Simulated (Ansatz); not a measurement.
A nudged elastic band was laid between two geometries of C2H9BGe (13 atoms, charge 0, multiplicity 1).

These are results of RKS B3LYP-D4/def2-SVP in Ansatz, not measurements.

```
movable images  : 7
climbing image  : yes
spring          : 5.0 eV/Å²
optimiser       : quadratic models (default)
start path      : IDPP
force threshold : 0.05 eV/Å
iteration limit : 60
end points      : relaxed
```

First end point:

```xyz
13
Properties=species:S:1:pos:R:3
C -1.117 1.872 -0.858
B -0.960 0.655 0.101
Ge 0.858 -0.201 0.626
C 0.882 -2.136 0.198
H -0.265 2.085 -1.521
H -1.194 2.736 -0.157
H -2.060 1.881 -1.429
H -1.952 0.197 0.627
H 1.097 -0.061 2.154
H 2.070 0.467 -0.077
H 1.836 -2.584 0.515
H 0.061 -2.650 0.721
H 0.764 -2.295 -0.884
```

Last end point:

```xyz
13
Properties=species:S:1:pos:R:3
C -1.348 1.898 -0.483
B -0.929 0.612 0.291
Ge 0.986 -0.193 0.282
C 0.967 -2.154 0.009
H -0.693 2.202 -1.313
H -1.271 2.697 0.290
H -2.403 1.909 -0.803
H -1.746 0.070 1.005
H 1.658 0.078 1.657
H 1.909 0.445 -0.791
H 0.352 -2.638 0.782
H 0.548 -2.403 -0.978
H 1.989 -2.559 0.066
```

Q: What changes between the two ends?

A: No bond is made or broken. The dihedral B2–Ge3–C4–H11 goes from -178 to -57°.

Q: What energy profile does the band end with?

A: The forces met the threshold. The highest image is number 4 of 0 to 8, 0.048 eV above the ends, which have the same energy within 2 meV. A vibrational analysis at the climbing image gives one clearly imaginary mode, 139i cm⁻¹: a first-order saddle point.

| image | path coordinate (Å) | energy (eV) | dihedral B2–Ge3–C4–H11 (°) |
| --- | --- | --- | --- |
| 0 | 0.00 | 0.000 | -178 |
| 1 | 0.44 | 0.006 | -163 |
| 2 | 0.89 | 0.023 | -148 |
| 3 | 1.33 | 0.040 | -133 |
| 4 | 1.77 | 0.048 | -117 |
| 5 | 2.22 | 0.040 | -102 |
| 6 | 2.66 | 0.023 | -87 |
| 7 | 3.10 | 0.006 | -72 |
| 8 | 3.54 | -0.001 | -57 |

Q: What is the geometry of the highest image?

A: 
```xyz
13
Properties=species:S:1:pos:R:3
C -1.334 1.878 -0.529
B -0.930 0.625 0.303
Ge 0.981 -0.188 0.353
C 0.959 -2.145 -0.005
H -0.664 2.148 -1.360
H -1.266 2.706 0.213
H -2.383 1.880 -0.867
H -1.762 0.108 1.017
H 1.597 0.035 1.761
H 1.948 0.492 -0.652
H 1.334 -2.697 0.870
H -0.060 -2.496 -0.223
H 1.601 -2.380 -0.867
```

Q: What are the harmonic wavenumbers there?

A: 139i, 14, 98, 152, 218, 396, 509, 551, 572, 614, 679, 829, 836, 840, 849, 891, 1028, 1127, 1254, 1299, 1397, 1443, 1445, 1448, 2073, 2081, 2571, 2968, 3046, 3066, 3124, 3141, 3148 cm⁻¹.

The run took 110 s on 2 threads of Arm Neoverse V1 (shared host), peak memory 0.29 GiB.
